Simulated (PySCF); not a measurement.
**Working out the ionisation energy of Br²⁰⁺**

Br²⁰⁺ [Ne] 3s2 3p3 (4S) → Br²¹⁺ [Ne] 3s2 3p2 (3P). All numbers are calculated (PySCF 2.14, the spin-free X2C one-electron Hamiltonian (Gaussian nucleus), in an uncontracted even-tempered set (18 s from 2.1 bohr⁻², ratio 2.5; 12 p from 2.7 bohr⁻², ratio 2.5; 5 d from 12 bohr⁻², ratio 2.7; 4 f from 18 bohr⁻², ratio 2.7)). Frozen: 1s2; the 22 highest virtual orbitals dropped. Energies in hartree (1 hartree = 27.21139 eV):

```csv
part,Br²⁰⁺ (lower),Br²¹⁺ (upper)
UHF,-2370.076343,-2338.167030
CCSD correlation,-0.505042,-0.490710
(T),-0.001846,-0.001973
```

Question: What does Hartree-Fock give?

Answer: (-2338.167030) − (-2370.076343) = 31.909313 hartree = 868.297 eV.

Question: What do CCSD and CCSD(T) give?

Answer: The CCSD correlation energies differ by 0.014332 hartree = 0.390 eV and the triples by -0.000127 hartree = -0.003 eV, so CCSD gives 868.687 eV and CCSD(T) 868.684 eV.

Reference: 870 ± 3 eV (semi-empirical (NIST evaluation); NIST Atomic Spectra Database, ionization energies), between the lowest levels; spin-orbit coupling is absent from the calculation.

What remains against the reference includes basis incompleteness, the frozen core and higher excitations.
